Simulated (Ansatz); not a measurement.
`B[Se]C=C`, relaxed with RKS PBE-D4/def2-SVP in Ansatz 0.2.0 from a rough embedded geometry. The force threshold is 0.03 eV/Å; the program also tests the step.

Charge 0, multiplicity 1.

Start:

```xyz
9

B     0.942   -0.072    1.628
Se    0.741    1.413    0.379
C     0.076    0.204   -0.957
C    -1.144    0.039   -1.145
H     1.933   -0.698    1.747
H     0.030   -0.411    2.386
H     0.838   -0.268   -1.641
H    -1.519   -0.659   -1.897
H    -1.896    0.453   -0.499
```

By how much does the energy fall, and how many steps does the optimiser take? (Estimate.)

Ansatz gave: 143.58 kJ/mol, in 23 steps, 2 of them rejected.

Which bonds change most? (Best estimate.)

Computed: C3–C4 from 1.246 to 1.343 Å; B1–Se2 from 1.951 to 1.901 Å; B1–H5 from 1.179 to 1.214 Å; C4–H9 from 1.074 to 1.102 Å.

Give the relaxed structure. (Estimate.)

The calculation gave: 
```xyz
9

B     1.197   -0.013    1.880
Se   -0.320    0.760    1.034
C    -0.293   -0.097   -0.682
C    -1.215    0.143   -1.629
H     1.878   -0.829    1.293
H     1.419    0.361    3.011
H     0.543   -0.802   -0.827
H    -1.160   -0.373   -2.601
H    -2.048    0.849   -1.479
```
